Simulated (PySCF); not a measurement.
Cl2Sr, SMILES [Cl][Sr][Cl], PBE0/def2-SVP optimised geometry.

```
3

Sr    -0.19    -0.68     0.00
Cl     2.42    -0.68     0.00
Cl    -2.42     0.68     0.00
```

Density from PySCF with PBE0/def2-TZVP, def2 effective core potentials past Kr at that geometry. The core electrons that the potentials of Sr replace are not part of the density.

Minimum of the electron density along straight lines between bonded atoms, close to the bond critical point (lines longer than 1.1 times the sum of covalent radii, or with two minima, are not listed):

```tsv
bond	length / Å	ρ at the minimum / e bohr⁻³	∇²ρ there / e bohr⁻⁵	position (fraction from the first atom)
Sr1–Cl2	2.611	0.048	0.16	0.48
Sr1–Cl3	2.611	0.048	0.16	0.48
```
